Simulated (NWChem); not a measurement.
Species: BHOF cation; SMILES [OH+]=BF

Give the equilibrium geometry at PBE0/def2-SVP (NWChem) as an XYZ file, with the point group.

point group C*v; any orientation.
```
4

O      0.0003    -1.1863     0.0000
B     -0.0002     0.0383     0.0000
F      0.0001     1.2788     0.0000
H     -0.0039    -2.1552     0.0000
```
